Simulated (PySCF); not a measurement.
H$_{2}$MoO$_{4}$, charge -1, doublet, geometry from GFN2-xTB of the parent state (such geometries of metal compounds can be far from the true shape) (a state made from the parent by changing its charge; the spin is typed, not shown lowest) (core potentials on Mo) (a gas-phase anion, which may not be bound at this level); DF-B3LYP/def2-SVP run with PySCF.

Here is a job for PySCF.
```python
from pyscf import gto, scf, dft

mol = gto.M(
    atom='''
Mo    0.04556687    0.00083011    0.00560237
O     1.10220482    0.78882640   -0.97552653
O     0.86074293   -0.75306665    1.21686762
O    -0.81590576   -1.20963679   -0.94058850
H    -1.09733612   -1.94764307   -1.49061800
O    -1.06225200    1.17542170    0.70967220
H    -1.49479228    1.90042130    1.17192022
''',
    basis='def2-svp',
    ecp={'Mo': 'def2-svp'},
    charge=-1,
    spin=1,
    verbose=4,
)

mf = dft.ROKS(mol)
mf.xc = 'b3lyp'
mf = mf.density_fit(auxbasis='def2-universal-jkfit')
mf.kernel()
```

Q: Predict the main parts of the log of this PySCF run.

A: 
```
PySCF version 2.14.0

[INPUT] verbose = 4
[INPUT] num. atoms = 7
[INPUT] num. electrons = 49
[INPUT] charge = -1
[INPUT] spin (= nelec alpha-beta = 2S) = 1
[INPUT] symmetry False subgroup None
[INPUT] Mole.unit = angstrom
[INPUT] Symbol           X                Y                Z      unit          X                Y                Z       unit  Magmom
[INPUT]  1 Mo     0.045566870000   0.000830110000   0.005602370000 AA    0.086108904654   0.001568680553   0.010586944948 Bohr   0.0
[INPUT]  2 O      1.102204820000   0.788826400000  -0.975526530000 AA    2.082865242976   1.490665855827  -1.843477968947 Bohr   0.0
[INPUT]  3 O      0.860742930000  -0.753066650000   1.216867620000 AA    1.626568401356  -1.423089722044   2.299546531651 Bohr   0.0
[INPUT]  4 O     -0.815905760000  -1.209636790000  -0.940588500000 AA   -1.541838429855  -2.285882243298  -1.777454660915 Bohr   0.0
[INPUT]  5 H     -1.097336120000  -1.947643070000  -1.490618000000 AA   -2.073664733393  -3.680511990707  -2.816859776347 Bohr   0.0
[INPUT]  6 O     -1.062252000000   1.175421700000   0.709672200000 AA   -2.007365355271   2.221225093871   1.341086096218 Bohr   0.0
[INPUT]  7 H     -1.494792280000   1.900421300000   1.171920220000 AA   -2.824748022314   3.591275778290   2.214608255640 Bohr   0.0

nuclear repulsion = 233.920959577169
number of shells = 41
number of NR pGTOs = 167
number of NR cGTOs = 97
basis = def2-svp
ecp = {'Mo': 'def2-svp'}

******** <class 'pyscf.df.df_jk.DFROKS'> ********
method = DFROKS
initial guess = minao
damping factor = 0
level_shift factor = 0
DIIS = <class 'pyscf.scf.diis.CDIIS'>
diis_start_cycle = 1
diis_space = 8
diis_damp = 0
SCF conv_tol = 1e-09
SCF conv_tol_grad = None
SCF max_cycles = 50
direct_scf = False
num. doubly occ = 24  num. singly occ = 1
XC library pyscf.dft.libxc version 7.1.2
    S. Lehtola, C. Steigemann, M. J. T. Oliveira, and M. A. L. Marques,  SoftwareX 7, 1–5 (2018)
XC functionals = b3lyp
    P. J. Stephens, F. J. Devlin, C. F. Chabalowski, and M. J. Frisch,  J. Phys. Chem. 98, 11623 (1994)
radial grids:
    Treutler-Ahlrichs [JCP 102, 346 (1995); DOI:10.1063/1.469408] (M4) radial grids

becke partition: Becke, JCP 88, 2547 (1988); DOI:10.1063/1.454033
pruning grids: <function nwchem_prune>
grids dens level: 3
symmetrized grids: False
atomic radii adjust function: <function treutler_atomic_radii_adjust>
small_rho_cutoff = 0
Set gradient conv threshold to 3.16228e-05
tot grids = 98384
******** <class 'pyscf.df.df.DF'> ********
auxbasis = def2-universal-jkfit
init E= -362.860467484351
  HOMO = -0.34074979011705  LUMO = -0.335991814299158  gap/eV = 0.12947
cycle= 1 E= -369.563384973625  delta_E= -6.7  |g|= 1.76  |ddm|=  2.6
  HOMO = 0.199840794892914  LUMO = 0.23280525410485  gap/eV = 0.89701
cycle= 2 E= -364.956204686079  delta_E= 4.61  |g|= 4.36  |ddm|= 6.49
  HOMO = 0.150047412284245  LUMO = 0.189574142450228  gap/eV = 1.07558
cycle= 3 E= -369.538237742739  delta_E= -4.58  |g|= 1.66  |ddm|= 5.82
  HOMO = 0.119098543904103  LUMO = 0.130508929205689  gap/eV = 0.31049
cycle= 4 E= -370.144572738774  delta_E= -0.606  |g|= 0.321  |ddm|= 4.13
  HOMO = 0.155796518018144  LUMO = 0.174159419402889  gap/eV = 0.49968
cycle= 5 E= -370.068826072411  delta_E= 0.0757  |g|= 0.626  |ddm|=  3.5

WARN: HOMO 0.17199156537606 >= LUMO 0.14928287823936

cycle= 6 E= -370.161550284414  delta_E= -0.0927  |g|= 0.17  |ddm|= 3.61
  HOMO = 0.154537701596983  LUMO = 0.176594349367013  gap/eV = 0.60019
cycle= 7 E= -370.139135428827  delta_E= 0.0224  |g|= 0.365  |ddm|= 3.67

WARN: HOMO 0.180778190464311 >= LUMO 0.14980867851131

cycle= 8 E= -370.164274215783  delta_E= -0.0251  |g|= 0.134  |ddm|= 3.65
  HOMO = 0.151222293715048  LUMO = 0.17329083135568  gap/eV = 0.60052
cycle= 9 E= -370.146672857905  delta_E= 0.0176  |g|= 0.329  |ddm|= 3.58

WARN: HOMO 0.182207522849741 >= LUMO 0.150456393843506

cycle= 10 E= -370.165453865782  delta_E= -0.0188  |g|= 0.118  |ddm|= 3.55
  HOMO = 0.156563889525188  LUMO = 0.176655576779793  gap/eV = 0.54672
cycle= 11 E= -370.139677267713  delta_E= 0.0258  |g|= 0.365  |ddm|= 3.56

WARN: HOMO 0.203146489696236 >= LUMO 0.166895918816183

cycle= 12 E= -370.169310621741  delta_E= -0.0296  |g|= 0.0312  |ddm|= 3.54

WARN: HOMO 0.199753989268008 >= LUMO 0.163148885866836

cycle= 13 E= -370.169480492786  delta_E= -0.00017  |g|= 0.011  |ddm|= 0.139

WARN: HOMO 0.199257185746144 >= LUMO 0.161859410708782

cycle= 14 E= -370.169408447216  delta_E= 7.2e-05  |g|= 0.0178  |ddm|= 0.0869

WARN: HOMO 0.200925708652953 >= LUMO 0.162313477087348

cycle= 15 E= -370.169463720742  delta_E= -5.53e-05  |g|= 0.0105  |ddm|= 0.0298

WARN: HOMO 0.202739168630543 >= LUMO 0.162214155608584

cycle= 16 E= -370.169483438554  delta_E= -1.97e-05  |g|= 0.00563  |ddm|= 0.0448

WARN: HOMO 0.203680928774483 >= LUMO 0.162670170853293

cycle= 17 E= -370.16949861652  delta_E= -1.52e-05  |g|= 0.00167  |ddm|= 0.038

WARN: HOMO 0.203704788576854 >= LUMO 0.162882285063731

cycle= 18 E= -370.169497848609  delta_E= 7.68e-07  |g|= 0.00129  |ddm|= 0.0116

WARN: HOMO 0.203473540789895 >= LUMO 0.162949068404355

cycle= 19 E= -370.169497505801  delta_E= 3.43e-07  |g|= 0.000348  |ddm|= 0.0108

WARN: HOMO 0.203381990009837 >= LUMO 0.162950896849409

cycle= 20 E= -370.169497385492  delta_E= 1.2e-07  |g|= 0.000175  |ddm|= 0.00505

WARN: HOMO 0.20333602433817 >= LUMO 0.162947043801097

cycle= 21 E= -370.169497377129  delta_E= 8.36e-09  |g|= 5.44e-05  |ddm|= 0.00159

WARN: HOMO 0.203320227755556 >= LUMO 0.16294792731783

cycle= 22 E= -370.169497375449  delta_E= 1.68e-09  |g|= 1.87e-05  |ddm|= 0.000831

WARN: HOMO 0.203311429776462 >= LUMO 0.16294792205063

cycle= 23 E= -370.169497375272  delta_E= 1.77e-10  |g|= 2.4e-06  |ddm|= 0.000333

WARN: HOMO 0.203311745266316 >= LUMO 0.162948049665687

Extra cycle  E= -370.169497375263  delta_E= 9.09e-12  |g|= 5.66e-06  |ddm|= 1.21e-05
converged SCF energy = -370.169497375263
```
